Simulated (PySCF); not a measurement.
C₅H₇NOS.
SMILES with atom numbers: `[CH3:1][S:2]/[CH:3]=[CH:4]/[O:5][CH2:6][C:7]#[N:8]` (hydrogens: H9, H10, H11 on C1; H12 on C3; H13 on C4; H14, H15 on C6)

Computed geometry: GFN2-xTB, gas phase.

Q: Give the optimised bond lengths and angles.

A: 
```json
{"bond": "C1–S2", "length (Å)": "1.820", "order": "single"}
{"bond": "S2–C3", "length (Å)": "1.762", "order": "single"}
{"bond": "C3=C4", "length (Å)": "1.329", "order": "double"}
{"bond": "C4–O5", "length (Å)": "1.357", "order": "single"}
{"bond": "O5–C6", "length (Å)": "1.412", "order": "single"}
{"bond": "C6–C7", "length (Å)": "1.450", "order": "single"}
{"bond": "C7≡N8", "length (Å)": "1.141", "order": "triple"}
{"bond": "C1–H9, C1–H10, C1–H11", "length (Å)": "1.086", "order": "single"}
{"bond": "C3–H12", "length (Å)": "1.078", "order": "single"}
{"bond": "C4–H13", "length (Å)": "1.080", "order": "single"}
{"bond": "C6–H14, C6–H15", "length (Å)": "1.102", "order": "single"}
```

Bonds in one row agree within 0.01 Å and their mean is given. Orders are formal, as drawn. A selection of angles:
```json
{"angle": "C1–S2–C3", "degrees": "99.1"}
{"angle": "S2–C3–C4", "degrees": "120.9"}
{"angle": "C3–C4–O5", "degrees": "128.3"}
{"angle": "C4–O5–C6", "degrees": "117.2"}
{"angle": "O5–C6–C7", "degrees": "109.1"}
{"angle": "C6–C7–N8", "degrees": "179.1"}
```

Dihedral angles: C1–S2–C3–C4 -150°; S2–C3–C4–O5 -176° (antiperiplanar); C3–C4–O5–C6 0° (synperiplanar); C4–O5–C6–C7 176° (antiperiplanar). The mirror-image conformer, all signs reversed, is as good.

S2 (sulfide sulfur) is bent (angle 99.1°). The C–C distances run from 1.329 Å (C3=C4, drawn double) to 1.450 Å (C6–C7, drawn single), a spread of 0.121 Å. Of the pairs four or more bonds apart, C6···H12 is among the closest relative to their van der Waals radii: 2.64 Å, 91 % of the sum of Bondi's values. The 2 C–S bonds span 1.762 Å (S2–C3, drawn single) to 1.820 Å (C1–S2, drawn single), a spread of 0.058 Å. The 2 C–O bonds span 1.357 Å (C4–O5, drawn single) to 1.412 Å (O5–C6, drawn single), a spread of 0.055 Å.

Point group: C1 (no symmetry element, even within 0.4 Å). Not checked by GFN2-xTB frequencies. The numbers are those of one conformer.
